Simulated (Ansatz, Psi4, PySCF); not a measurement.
C₂H₉AlO₄Si, charge +1, doublet, at a GFN2-xTB geometry (such geometries of metal compounds can be far from the true shape) (a state made from the parent by changing its charge; the spin is typed, not shown lowest). Base run: PBE0/STO-3G (PySCF).

Geometry (Å):
```xyz
17

Al    -0.0194     1.4930     0.9348
C      1.1238     3.0956     0.4253
H      2.1595     2.7505     0.3988
H      0.9736     3.8788     1.1676
H      0.8009     3.4076    -0.5704
C     -1.1736     1.6968     2.5990
H     -1.9149     0.8950     2.5607
H     -1.6350     2.6840     2.5738
H     -0.5203     1.5904     3.4660
O     -0.0028     0.1184     0.0696
Si     0.0150    -1.3104    -0.8239
O      1.1882    -2.2091    -0.1988
O      0.3097    -0.8666    -2.3389
O     -1.4429    -1.9574    -0.6302
H      1.0124    -2.8953     0.4396
H      1.1766    -0.9511    -2.7280
H     -2.1286    -1.8590    -1.2858
```
Charge +1, spin multiplicity 2.
Orbitals are unrestricted.
All else is at PySCF's defaults.

The same geometry, method and basis name were run in Ansatz (a program for electronic structure) and Psi4 and PySCF, at each program's defaults and at the settings that a row names. The base is PySCF at its defaults. Differences at the defaults can come from grids, fitting, cores and function types together.

| code and settings | ΔE vs base (µEh) | basis functions | E (Eh) | SCF cycles |
|---|---|---|---|---|
| PySCF, defaults (exact integrals, its default grid, spherical functions) | 0.0 | 57 | -902.33600 | 18 |
| Psi4, defaults (density fitting with its default set, its default grid, spherical functions) | -2974 | 57 | -902.33897 | 13 |
| Ansatz, defaults (factorised integrals, its default grid, spherical functions) | 0.7 | 57 | -902.33600 | - |
| PySCF, density fitting with def2-universal-jkfit | -2974 | 57 | -902.33897 | 18 |
| PySCF, fine grid | 0.2 | 57 | -902.33600 | 18 |
| Psi4, exact integrals, spherical functions, fine grid | 0.0 | 57 | -902.33600 | 19 |
| Ansatz, high accuracy | -0.5 | 57 | -902.33600 | - |

Open shells are given as the SCF converged; they aren't shown to be the lowest states, and a large step between rows can be another state.
